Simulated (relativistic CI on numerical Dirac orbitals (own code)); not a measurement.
## Hyperfine structure of Ge²⁵⁺, mass number 73

Computed by Dirac-Coulomb-Breit CI, separate exchange-only KLI orbitals for each configuration, model QED (radiative potential, 1s self-energy scaled to tabulated hydrogen-like ionisation energies), unscaled Slater integrals (own radial code, finite nucleus).

Configuration list (outside the closed core 1s2): 2s2 2p3, 2s 2p4, 2p5, 2p4 3s, 2p4 3p, 2p4 3d, 2s2 2p2 3s, 2s2 2p2 3p, 2s2 2p2 3d, 2s 2p3 3s, 2s 2p3 3p, 2s 2p3 3d, 2s2 2p2 4s, 2s2 2p2 4p, 2s2 2p2 4d, 2s2 2p2 4f. Levels of other configurations are missing.

Nuclear spin I = 9/2, μ = -0.87824 μN, Q = -0.196 b (tables of Stone and Pyykkö). The electronic factors are computed for point nuclear moments, without core polarisation or the Bohr-Weisskopf and QED corrections.

```tsv
Level	E (eV)	A (GHz)	B (GHz)
2s2 2p3 2D°_3/2	29.165	-5.147	-13.9
2s2 2p3 2D°_5/2	39.228	-20.44	0.0859
2s2 2p3 2P°_1/2	53.082	-58.52	
2s2 2p3 2P°_3/2	78.267	-11.68	23
2s 2p4 4P_5/2	134.197	-46.18	-16
2s 2p4 4P_3/2	154.998	-26.21	15.6
2s 2p4 4P_1/2	158.013	-120.2	
2s 2p4 2D_3/2	187.616	3.78	20.8
```

Levels with J = 0, under 50 % of one LS term, or S terms without an open s electron are left out. Small factors come from cancelling terms and can be off by tens of per cent or more.

At this charge energies of transitions that change n are usually good to better than 1 %, and those within a shell (Δn = 0) to a few per cent.

Q: Give the hyperfine levels of 2s2 2p3 2D°_5/2 relative to its centre of gravity.

A: With K = F(F + 1) − I(I + 1) − J(J + 1), E = AK/2 + B[¾K(K + 1) − I(I + 1)J(J + 1)]/[2I(2I − 1)J(2J − 1)]: F = 2: 281.1, F = 3: 219.7, F = 4: 137.9, F = 5: 35.74, F = 6: -86.88, F = 7: -229.9 GHz.

LS names give the leading component of a level, which can be under half, so a name can repeat, a term be missing and a line seem to break the LS rules.
